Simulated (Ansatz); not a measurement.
A nudged elastic band was laid between two geometries of CH4 + CH5ClOSi (14 atoms, charge 0, multiplicity 1).

The calculation used RKS PBE0-D4/def2-mTZVP in Ansatz 0.2.0.

| Property | Result |
| --- | --- |
| movable images | 5 |
| climbing image | yes |
| spring | 5.0 eV/Å² |
| optimiser | quadratic models (default) |
| start path | through a guess of the saddle point |
| force threshold | 0.05 eV/Å |
| iteration limit | 10 |
| end points | relaxed |

Initial state:

```xyz
14
Properties=species:S:1:pos:R:3
Si 0.059 0.947 1.382
Cl 2.095 0.907 1.013
O -0.656 -0.426 0.862
C -0.362 -1.710 1.384
H -0.536 2.057 0.617
H -0.088 1.100 2.850
H 1.121 0.658 -2.225
C 0.074 0.657 -2.530
H 0.650 -2.021 1.112
H -1.074 -2.416 0.956
H -0.460 -1.731 2.475
H -0.507 0.068 -1.823
H -0.299 1.682 -2.545
H -0.015 0.227 -3.528
```

Final state:

```xyz
14
Properties=species:S:1:pos:R:3
Si -0.749 0.916 0.211
Cl 3.205 0.148 0.115
O -1.197 -0.469 0.983
C -0.353 -1.597 1.088
H -1.849 1.884 0.435
H 0.498 1.459 0.862
H 2.160 0.825 0.500
C -0.386 0.673 -1.602
H -0.097 -2.007 0.105
H -0.882 -2.364 1.654
H 0.577 -1.357 1.615
H -1.250 0.256 -2.126
H -0.141 1.628 -2.075
H 0.464 0.005 -1.764
```

Problem. Which bonds break or form, and what moves?

Solution. Bonds broken: Si1–Cl2, H7–C8. Bonds formed: Si1–C8, Cl2–H7. CH4 + CH5ClOSi becomes C2H8OSi + ClH.

Problem. What energy profile does the band end with?

Solution. The run ended unconverged. The highest image is number 3 of 0 to 6, 2.72 eV above the first end and 1.52 eV above the last; the last end lies 1.20 eV above the first. The band didn't meet its force threshold, so its energies are provisional: the largest band force was still 0.09 eV/Å, and over the last iterations the top stayed at 2.72 eV. Neighbouring images lie up to 1.7 Å apart, so the band is torn or far too coarse. The orbitals stay closed-shell, which can raise the energy where a bond breaks towards radicals; this wasn't checked here.

```json
{"image": "0", "path coordinate (Å)": "0.00", "energy (eV)": "0.00", "Si1–Cl2 (Å)": "2.07", "H7–C8 (Å)": "1.09", "Si1–C8 (Å)": "3.92"}
{"image": "1", "path coordinate (Å)": "1.69", "energy (eV)": "0.03", "Si1–Cl2 (Å)": "2.07", "H7–C8 (Å)": "1.09", "Si1–C8 (Å)": "3.81"}
{"image": "2", "path coordinate (Å)": "3.37", "energy (eV)": "0.79", "Si1–Cl2 (Å)": "2.13", "H7–C8 (Å)": "1.08", "Si1–C8 (Å)": "3.05"}
{"image": "3", "path coordinate (Å)": "5.06", "energy (eV)": "2.72", "Si1–Cl2 (Å)": "2.74", "H7–C8 (Å)": "1.24", "Si1–C8 (Å)": "2.13"}
{"image": "4", "path coordinate (Å)": "6.59", "energy (eV)": "1.44", "Si1–Cl2 (Å)": "3.65", "H7–C8 (Å)": "2.36", "Si1–C8 (Å)": "1.89"}
{"image": "5", "path coordinate (Å)": "8.11", "energy (eV)": "1.24", "Si1–Cl2 (Å)": "3.98", "H7–C8 (Å)": "3.15", "Si1–C8 (Å)": "1.87"}
{"image": "6", "path coordinate (Å)": "9.64", "energy (eV)": "1.20", "Si1–Cl2 (Å)": "4.03", "H7–C8 (Å)": "3.31", "Si1–C8 (Å)": "1.87"}
```

Run time: 3.4 min on 4 threads of Arm Neoverse N1 (shared host), peak memory 0.4 GiB.
